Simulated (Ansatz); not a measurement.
The same ligand exchange along the group O, S, Te.

Gas-phase electronic energies from Ansatz, PBE0-D4/def2-TZVP geometries. CCSD(T)/CBS adds triple-zeta CCSD(T) − MP2 to the extrapolated MP2 energy (def2 sets, frozen cores). This one scheme is used for every species. DFT in def2-TZVPP. Elements past krypton have def2 core potentials. For As, Te outer-core shells are correlated without core-valence functions, which leaves a few kJ/mol of doubt a bond. Scalar relativity is left out up to krypton. Each species was taken in one conformer, which may not be the lowest.

```
                                                     reaction  HF/CBS(def2) (eV)  ωB97M-V (eV)  RPA@PBE/def2-TZVPP (eV)  CCSD(T)/CBS(def2) (eV)
     `[CH3][AlH][OH]` + `N[AsH2]` → `N[AsH]O` + `[CH3][AlH2]`               1.43          1.40                     1.37                    1.44
     `[CH3][AlH][SH]` + `N[AsH2]` → `N[AsH]S` + `[CH3][AlH2]`               1.01          0.97                     0.98                    1.00
`[CH3][AlH][TeH]` + `N[AsH2]` → `N[AsH][TeH]` + `[CH3][AlH2]`               0.73          0.67                     0.71                    0.69
```

Largest T1 diagnostic: 0.012, for `N[AsH]O`.
